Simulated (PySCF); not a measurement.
MoF6, SMILES [F][Mo]([F])([F])([F])([F])[F], multiplicity 1. Coordinates come from a B3LYP-D3(BJ)/def2-SVP optimisation. The spin state was assumed, not searched. The isomer is the one that the SMILES or the coordinates give; other isomers of the formula were not compared. The def2 effective core potentials stand for the cores of Mo; spin–orbit coupling is left out.

Computed equilibrium geometry at B3LYP-D3(BJ)/def2-SVP (PySCF confirms it by a frequency run) as Cartesian coordinates in Å, and its point group:
point group Oh.
```xyz
7

Mo     0.0000     0.0000     0.0000
F      0.0000     1.8285     0.0000
F      0.0000    -1.8285     0.0000
F      0.0000     0.0000    -1.8285
F      1.8285     0.0000     0.0000
F     -1.8285     0.0000     0.0000
F      0.0000     0.0000     1.8285
```
